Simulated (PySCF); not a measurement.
Selenium: highly charged ions in a basis for the neutral atom

Se²¹⁺ [Ne] 3s2 3p1, Se²²⁺ [Ne] 3s2. Computed with PySCF 2.14 in cc-pVTZ-PP with ECP10MDF, with a scalar-relativistic core potential. No spin-orbit coupling, so a gap to NIST mixes the basis error with missing relativistic terms.

Changed run: basis of the neutral atom used for a highly charged ion. This setting is unsound on purpose.

```tsv
species	method	sound run (hartree)	changed run (hartree)	converged
Se²¹⁺	UHF	not run	-104.29807	yes
Se²¹⁺	LDA	not run	-104.19768	yes
Se²¹⁺	PBE	not run	-104.41323	yes
Se²²⁺	UHF	not run	-72.33646	yes
Se²²⁺	LDA	not run	-72.28405	yes
Se²²⁺	PBE	not run	-72.42210	yes
```

Ionisation energy of Se²¹⁺:

```
method  changed run (eV)  NIST (eV)
   UHF            869.72    887 ± 4
   LDA            868.41    887 ± 4
   PBE            870.52    887 ± 4
```

The contracted functions were made for the neutral atom and can be too rigid for a highly charged ion.
